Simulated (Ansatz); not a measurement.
Cost and result for the atomization energy of C$_{3}$H$_{10}$BN, SMILES `CCBNC` (15 atoms, 14 bonds).

Cartesian coordinates in Å:
```
C 1.4861 1.0457 1.0332
C 1.4392 -0.3951 0.5414
B 0.1347 -0.8509 -0.2109
N -0.9293 0.0143 -0.4296
C -2.1692 -0.2856 -1.1039
H 0.6791 1.2535 1.7430
H 2.4254 1.2782 1.5409
H 1.3861 1.7554 0.2058
H 1.5972 -1.0845 1.3818
H 2.2916 -0.5935 -0.1226
H 0.0227 -1.9761 -0.6228
H -0.8643 0.9646 -0.0959
H -2.1556 -1.3269 -1.4254
H -3.0326 -0.1425 -0.4461
H -2.3112 0.3432 -1.9889
```

Total charge 0; spin multiplicity 1. Geometry: relaxed with PBE0-D4/def2-TZVP. It is one conformer, not always the lowest. Program: Ansatz. All runs use 4 threads of an Arm Neoverse V1 on a shared host. Times are those of one run each, without the atoms' runs, and a repeat can differ threefold. Electronic energies, without spin–orbit coupling; frozen cores. CCSD(T)/CBS adds CCSD(T) − MP2 in def2-TZVPP to the MP2 limit, and its time is that of the two runs behind it. T1 = 0.011. B3LYP takes the VWN-RPA correlation (the form of Gaussian; ORCA's B3LYP/G).

CCSD(T)/CBS is a level of theory with its own doubt, some kJ/mol a heavy atom from the limit and from the frozen cores, so smaller differences don't rank the functionals.

| level | functions | wall time |
| --- | --- | --- |
| PBE-D4/def2-TZVPP (with forces) | 295 | 3.1 s |
| PBE0-D4/def2-TZVPP | 295 | 3.1 s |
| r2SCAN-D4/def2-TZVPP (with forces) | 295 | 5.5 s |
| B3LYP-D4/def2-TZVPP (with forces) | 295 | 5.5 s |
| B2PLYP/def2-TZVPP | 295 | 6.5 s |
| ωB97X-V/def2-TZVPP | 295 | 9 s |
| ωB97M-V/def2-TZVPP (with forces) | 295 | 13 s |
| MP2/def2-QZVPP | 585 | 32 s |
| CCSD(T)/def2-TZVPP | 295 | 14 min |
| CCSD(T)/CBS(def2) | – | 14 min |

**Question.** What atomization energy does each give, and how far from CCSD(T)/CBS? (Estimate.)

**Answer.** Ansatz gave: 
```
                             level  atomization (kJ/mol)  difference from CCSD(T)/CBS  per bond
   PBE-D4/def2-TZVPP (with forces)                5910.6                        117.2       8.4
                PBE0-D4/def2-TZVPP                5840.7                         47.3       3.4
r2SCAN-D4/def2-TZVPP (with forces)                5815.6                         22.2       1.6
 B3LYP-D4/def2-TZVPP (with forces)                5832.4                         39.0       2.8
                 B2PLYP/def2-TZVPP                5764.4                        -29.0      -2.1
                ωB97X-V/def2-TZVPP                5817.4                         24.0       1.7
  ωB97M-V/def2-TZVPP (with forces)                5829.6                         36.2       2.6
                    MP2/def2-QZVPP                5790.5                         -2.9      -0.2
                CCSD(T)/def2-TZVPP                5667.5                       -125.9      -9.0
                 CCSD(T)/CBS(def2)                5793.4                          0.0       0.0
```

From PBE to PBE0 (25 % exact exchange), in def2-TZVPP and without D4, the atomization energy moves by −66.0 kJ/mol: exact exchange takes away binding that semilocal exchange gives to molecules. The D4 term adds +38.3 kJ/mol with B3LYP and +20.3 kJ/mol with PBE0; it sums over pairs of atoms, weighted by their polarisabilities, and B3LYP, whose exchange is more repulsive, gets the larger term. In def2-TZVPP, CCSD(T) changes the Hartree–Fock value by +1292.2 kJ/mol (the triples alone add +65.5 kJ/mol) and MP2 by +1341.0 kJ/mol; breaking electron pairs costs correlation energy, which Hartree–Fock lacks.
